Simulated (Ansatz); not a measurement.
Program: Ansatz. Geometries: PBE0-D4/def2-TZVP. ΔE: electronic, gas phase. CBS: MP2 limit from def2 TZ/QZ plus the TZ coupled-cluster correction, frozen cores. Functionals use def2-TZVPP. B3LYP here is the variant with VWN-RPA as its local correlation; programs differ in this. One conformer a species, not always the lowest.

`C=C(F)[SiH2]O` → `FC1CO[SiH2]1`  (isomerisation)

(1) Is it downhill or uphill in electronic energy at CCSD(T)/CBS, and by how much? (Estimate.)

(2) What do these levels give: r2SCAN-D4, ωB97X-V, ωB97M-V, PBE, B3LYP, HF/def2-TZVPP? (Best estimate.)

Largest T1 diagnostic among the species: 0.012.

Results:

(1) Computed: Uphill: ΔE = +73.0 kJ/mol.

(2) Computed: r2SCAN-D4 69.8, ωB97X-V 55.6, ωB97M-V 65.7, PBE 63.4, B3LYP 77.9, HF/def2-TZVPP 79.8 kJ/mol.

In def2-TZVPP, CCSD(T) changes the Hartree–Fock value by −8.9 kJ/mol (the triples alone add +1.0 kJ/mol) and MP2 by −10.3 kJ/mol. From PBE to PBE0 (25 % exact exchange), in def2-TZVPP and without D4, ΔE moves by −5.9 kJ/mol.
